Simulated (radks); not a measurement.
The vanadium ion V16+, 7 electrons, occupied as [He] 2s2 2p3 (the NIST ground configuration).

All-electron calculation, scalar-relativistic Kohn-Sham, SCAN, spin-unpolarised, spherical densities, finite nucleus; meta-GGA in the generalised Kohn-Sham scheme; Fermi nuclear charge, rms radius 3.6002 fm. Program: a radial shooting solver on a logarithmic mesh with Libxc functionals.

Energy parts (hartree):
| part | energy |
|---|---|
| total | -768.69886 |
| kinetic | 777.47811 |
| electron-nucleus | -1637.46980 |
| Hartree | 117.90116 |
| exchange-correlation | -26.60833 |

Orbitals (lengths in bohr, moments of r in powers of bohr; r(max) is where P^2 peaks; r(90%) holds 90 % of the orbital's charge):
orbital  occ.  eigenvalue (hartree)     <r^2>   r(max)       <r^4>  r(90%)
1s          2             -224.4509  0.005888  0.04345  0.00008893   0.118
2s          2             -44.14160   0.09779   0.2457     0.01609   0.443
2p          3             -41.10633   0.07689   0.1973     0.01144   0.407

The highest occupied level is 2p at -1118.6 eV. Summed over all electrons, <r^2> = 0.4380 bohr^2, which gives a Langevin (diamagnetic) susceptibility term of -0.347 x 10^-6 cm^3/mol. For comparison, the ionisation energy in NIST's Atomic Spectra Database is 1165 eV (semi-empirical). In exact Kohn-Sham theory the highest level is minus the ionisation energy, but local and semilocal functionals leave it too shallow, through self-interaction and a potential that decays too fast; potentials with the right tail come closer. The electron density at the nucleus is 9976 e/bohr^3 (large components only). The density falls to 0.001 e/bohr^3 at r = 0.91 bohr.

Beside tabulated values, note that spin-unpolarised runs miss the spin-polarisation part of the exchange energy of open shells.
